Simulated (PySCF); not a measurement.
PySCF input for C3H11ClSi2, SMILES C[Si](C)(Cl)C[SiH3], SMD-B3LYP/def2-SVP. Geometry: PBE0-D3(BJ)/def2-SVP. The structure was generated by enumeration, and PubChem lists no compound with its InChIKey, so it may never have been made. Other conformers were not sampled.

```python
import numpy as np
from pyscf import gto, scf, dft
from pyscf.solvent import smd

mol = gto.M(
    atom='''
    C    -1.40589627   -1.51777496    0.70525698
    Si   -0.77854691    0.12750059    0.08065675
    C    -2.14062893    1.40425123    0.00652495
    Cl   -0.09391891   -0.16906179   -1.87739410
    C     0.67833885    0.72568013    1.09507300
    Si    2.29358810   -0.21703733    0.85829192
    H    -2.22427727   -1.88713722    0.06881623
    H    -0.60505050   -2.27225265    0.70452087
    H    -1.78763345   -1.41968792    1.73442848
    H    -1.77047588    2.34821383   -0.42133460
    H    -2.52707089    1.61191487    1.01745160
    H    -2.97657690    1.05059503   -0.61602345
    H     0.86600237    1.78962621    0.86989539
    H     0.38929282    0.67175604    2.16009421
    H     2.92716203    0.13156733   -0.44600303
    H     2.05216802   -1.69280330    0.90075763
    H     3.25162281    0.12283419    1.95668569
    ''',
    basis='def2-SVP',
    charge=0,
    spin=0,
    max_memory=1600,
    verbose=3,
)
mf = dft.RKS(mol, xc='b3lyp').density_fit(auxbasis='def2-universal-jkfit')
mf.grids.level = 3
mf.conv_tol = 1e-9
mf.max_cycle = 100
mf.kernel()
res = {}
for name in ['water', 'chlorobenzene', 'tetrahydrofuran']:
    s = mf.SMD()
    s.with_solvent.solvent, s.with_solvent.sasa_ng = name, 194
    s.kernel(mf.make_rdm1())
    res[name] = (s.e_tot, s.with_solvent.get_cds(), s.dip_moment(), s.mo_energy, s.converged)
    print(f'SMD {name}: dG(solv) = {(s.e_tot - mf.e_tot) * 627.509474:.3f} kcal/mol, of which CDS {res[name][1] * 627.509474:.3f}')
```

It prints:

```
converged SCF energy = -1159.85486382292
converged SCF energy = -1159.85191990561
Dipole moment(X, Y, Z, Debye): -1.96279,  0.96207,  2.62190
SMD water: dG(solv) = 1.847 kcal/mol, of which CDS 5.141
converged SCF energy = -1159.86062092741
Dipole moment(X, Y, Z, Debye): -1.82832,  0.88062,  2.40790
SMD chlorobenzene: dG(solv) = -3.613 kcal/mol, of which CDS -1.137
converged SCF energy = -1159.85986456365
Dipole moment(X, Y, Z, Debye): -1.85899,  0.89864,  2.45502
SMD tetrahydrofuran: dG(solv) = -3.138 kcal/mol, of which CDS -0.474
```

The calculation finished and met its thresholds.
